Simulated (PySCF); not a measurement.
HCl₂OTi (SMILES [OH][Ti+]([Cl])[Cl]), charge +1, singlet, at a GFN2-xTB geometry (such geometries of metal compounds can be far from the true shape) (the multiplicity is a formal guess). Base run: B3LYP/6-31G* in PySCF.

Here is a job for PySCF.
```python
from pyscf import gto, scf, dft

mol = gto.Mole()
mol.atom = '''
    Ti    0.12390598    0.11494892    0.56608490
    Cl   -1.28243410   -1.29189440   -0.14479010
    Cl    0.22989792    1.49208641   -1.03198747
    O     1.59064046   -0.61057994    0.82154334
    H     2.44206012   -1.04750071    0.97900448
'''
mol.basis = '6-31g*'
mol.charge = 1
mol.verbose = 4
mol.build()

mf = dft.RKS(mol)
mf.xc = 'b3lyp'
mf.kernel()
mf.analyze()
```

Variants of this job, named by their change:

| change | ΔE vs base (µEh) | SCF cycles | outcome |
|---|---|---|---|
| base | 0.0 | 13 | converged |
| init_guess = huckel | - | 50 | not converged |
| level_shift = 0.3 (with mf.max_cycle = 100) | 0.0 | 25 | converged |
| DIIS = ADIIS | 0.0 | 29 | converged |
| DIIS = EDIIS | - | 50 | not converged |
| conv_tol = 1e-7 | 0.1 | 10 | converged |
| diis = off (with mf.max_cycle = 100) | - | 100 | not converged |
| conv_tol = 1e-6 | 0.2 | 9 | converged |
| diis_space = 12 | 0.0 | 13 | converged |
| solver = newton; init_guess = 1e | 0.0 | - | converged |
| diis_space = 2 | - | 50 | not converged |
| init_guess = 1e | 0.0 | 17 | converged |
| conv_tol_grad = 1e-7 | 0.0 | 16 | converged |
